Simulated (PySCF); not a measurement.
## Working with the constants of MgSb⁻

r²SCAN0 constants of MgSb⁻, ³Π (triplet), unpaired electrons σ ↑, π ↑ (basis Mg aug-cc-pVDZ, Sb aug-cc-pVDZ-PP with ECP28; scalar-relativistic core potentials; PySCF 2.14; masses 23.9850 and 120.9038 u):

* ωe: 253.0 cm⁻¹
* ωexe: 1.64 cm⁻¹
* Be: 0.11489 cm⁻¹
* αe: 0.000825 cm⁻¹

Problem. What force constant and bond length do these constants imply?

Solution. Reduced mass μred = 20.015 u; k = 5.8918×10⁻⁷·μred·ωe² (u, cm⁻¹, mdyn/Å) = 0.755 mdyn/Å; Re = √(16.8576/(μred·Be)) (u, cm⁻¹, Å) = 2.708 Å.

Problem. Estimate the centrifugal constant D from the Kratzer relation and find the Dunham coefficient a1.

Solution. D = 4Be³/ωe² = 9.48e-08 cm⁻¹; a1 = −1 − αeωe/(6Be²) = -3.64.

These are scalar-relativistic numbers at best; spin–orbit coupling would shift them, the dissociation energy most. The state is the lowest determinant that a PBE0 search found; another state may lie lower at other levels.
